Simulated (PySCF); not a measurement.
**UHF on Cd (cadmium, neutral)**

Configuration: [Kr] 4d10 5s2, closed-shell 1S. Calculation: PySCF 2.14, in x2c-TZVPPall; the spin-free X2C one-electron Hamiltonian (Gaussian nucleus).

```
Total energy                        : -5591.313308 hartree
One-electron energy                 : -7708.5930 hartree
Hartree (Coulomb) energy            : 2270.7513 hartree
Exchange energy                     : -153.4716 hartree
⟨S²⟩                                : 0.0000
⟨L²⟩                                : 0.000
Sum of ⟨r⟩                          : 33.59 bohr
Sum of ⟨r²⟩                         : 52.18 bohr²
Langevin diamagnetic susceptibility : -41.3 ×10⁻⁶ cm³/mol
```

```csv
shell,electrons,mean orbital energy (eV),"rms radius, mean of both spins (bohr)"
1s,2,-26843.6,0.0348
2s,2,-4072.6,0.142
2p,6,-3648.9,0.127
3s,2,-797.19,0.381
3p,6,-654.46,0.383
3d,10,-430.81,0.364
4s,2,-129.05,0.942
4p,6,-84.808,1.03
4d,10,-19.590,1.39
5s,2,-7.644,3.32
```

Densities and radii are taken from the X2C orbitals without a picture-change correction, which distorts them close to the nucleus.

Spin-orbit constants ζ (cm⁻¹) from the X2C one-electron operator on these orbitals: bare nucleus, nucleus screened by l(l+1)(2l+1)/3 electrons, and screened by the Breit-Pauli mean field of the electrons.

```tsv
shell	bare	screened nucleus	mean field
2p	1034000	990700	971700
3p	187200	179400	175400
3d	28010	22170	21260
4p	29300	28080	27390
4d	2765	2189	2047
```
